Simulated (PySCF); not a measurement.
This script is equivalent to a calculation on S³⁺ (sulfur, charge +3).

```python
from pyscf import gto, scf, dft, mp, cc
import basis_set_exchange as bse
mol = gto.M(atom="S 0 0 0", charge=3, spin=1, symmetry="D2h",
            basis=gto.basis.parse(bse.get_basis("aug-cc-pCVTZ-DK", elements=["S"], fmt="nwchem")),
            nucmod="G")
mf = dft.UKS(mol, xc="MN15").sfx2c1e()
mf.irrep_nelec = {'Ag': (3, 3), 'B1u': (1, 1), 'B2u': (2, 1), 'B3u': (1, 1)}
mf.kernel()
```

**Question.** What total energy does it give?

**Answer.** -396.751 hartree (calculated).

**Question.** Which occupied shell lies highest, and where?

**Answer.** 3p α, at -43.491 eV.

**Question.** What is ⟨S²⟩, and what would a pure spin state give?

**Answer.** 0.753, against 0.75.
